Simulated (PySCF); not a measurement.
Dipole response of Mg⁺ (magnesium, charge +1)

[Ne] 3s1, 2S determinant. All numbers are calculated (PySCF 2.14, the non-relativistic Hamiltonian (point nucleus), in aug-cc-pVQZ with one added diffuse shell each of s, p, d, f, g type (8s7p5d4f3g, 109 functions)). Coupled (time-dependent) response in atomic units; α is the mean over directions.

| method | mean α (bohr³) | C₆ (like pair) | S(−4) |
| --- | --- | --- | --- |
| UHF | 38.67 | 178.0 | 1575 |
| PBE | 33.52 | 143.6 | 1194 |
| PBE0 | 35.01 | 153.2 | 1301 |
| PBEsol | 33.39 | 142.8 | 1186 |

S(−4) is the Cauchy moment in α(ω) = α(0) + S(−4) ω² + …

α(iu) at UHF:

| u (hartree) | α(iu) (bohr³) |
| --- | --- |
| 0 | 38.67 |
| 0.0500 | 35.10 |
| 0.100 | 27.51 |
| 0.200 | 14.85 |
| 0.300 | 8.516 |
| 0.500 | 3.749 |
| 0.750 | 1.917 |
| 1.00 | 1.215 |
| 1.50 | 0.6699 |
| 2.00 | 0.4515 |
| 3.00 | 0.2596 |
| 5.00 | 0.1207 |

For an ion, C₆ is the dispersion term alone; charge-induced terms of lower order in 1/R come first.
